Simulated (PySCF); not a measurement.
**Deuteron quadrupole couplings in `C=CC[C@H](C#N)O[SiH2][SiH3]`**

Species: C5H11NOSi2.
Structure used (GFN2-xTB), in Å, numbered top down from 1:
```
atom  x, y, z in Å
C1    -3.065    1.184   -0.715
C2    -1.864    1.058   -0.184
C3    -1.561    0.213    1.012
C4    -0.576   -0.911    0.631
C5    -0.509   -1.888    1.703
N6    -0.433   -2.644    2.556
O7     0.693   -0.371    0.400
Si8    1.807   -0.847   -0.692
Si9    3.410    0.754   -0.336
H10   -3.926    0.692   -0.293
H11   -3.243    1.793   -1.585
H12   -1.009    1.558   -0.619
H13   -1.087    0.816    1.791
H14   -2.476   -0.230    1.412
H15   -0.944   -1.429   -0.268
H16    1.156   -0.874   -2.015
H17    2.170   -2.252   -0.451
H18    4.536    0.475   -1.233
H19    2.970    2.122   -0.639
H20    3.947    0.793    1.027
```

Level: PBE0/pcSseg-1 (PySCF, non-relativistic); Q(2H) = 0.00286 b; rigid geometry, the same for H and D, with no vibrational averaging.

**Question.** Rank these positions by the coupling χzz of a deuteron there, largest first.
A. H12 (vinylic hydrogen)
B. H17 (Si–H hydrogen)
C. H20 (Si–H hydrogen)
D. H15 (methine hydrogen)
E. H11 (vinylic hydrogen)
F. H13 (methylene hydrogen)

**Answer.** E (227 kHz), A (217 kHz), F (200 kHz), D (182 kHz), C (109 kHz), B (103 kHz).

**Question.** Give the electric field gradient Vzz (the principal value of largest size), its asymmetry and the 2H coupling at each hydrogen.

**Answer.** 
```tsv
atom	bonded to	bond length (Å)	Vzz (au)	η	χzz (kHz)
H10	C1	1.078	0.3339	0.05	224
H11	C1	1.076	0.3377	0.05	227
H12	C2	1.082	0.3235	0.05	217
H13	C3	1.093	0.2971	0.02	200
H14	C3	1.092	0.2988	0.04	201
H15	C4	1.101	0.2714	0.06	182
H16	Si8	1.476	0.1516	0.06	102
H17	Si8	1.471	0.1534	0.05	103
H18	Si9	1.466	0.1620	0.01	109
H19	Si9	1.468	0.1615	0.01	109
H20	Si9	1.466	0.1627	0.01	109
```

**Question.** Average by the element that carries the hydrogen.

**Answer.** on C: 209 kHz over 6 positions, mean bond length 1.087 Å; on Si: 106 kHz over 5 positions, mean bond length 1.469 Å.

**Question.** How does χzz go with the bond length over the 6 C–H bonds?

**Answer.** A straight-line fit has a slope of -17.5 kHz for each 0.01 Å, with a correlation coefficient of -1.00, over lengths from 1.076 to 1.101 Å. The longer bonds have the smaller couplings here.

**Question.** Give the 2H NMR doublet splittings at H11 for a magnetic field along the z, y and x axes of the gradient: 3χ/2, 3χ(1 + η)/4, 3χ(1 − η)/4.

**Answer.** With |χ| = 227.0 kHz and η = 0.046: 340, 178 and 162 kHz, to first order and without motion.

The structure is a single GFN2-xTB conformer in the gas phase; no vibrational or solvent corrections. GFN2-xTB bond lengths can be off by several hundredths of an ångström, more for odd bonds, and the gradients follow them. A larger basis could move these couplings by a tenth or more.
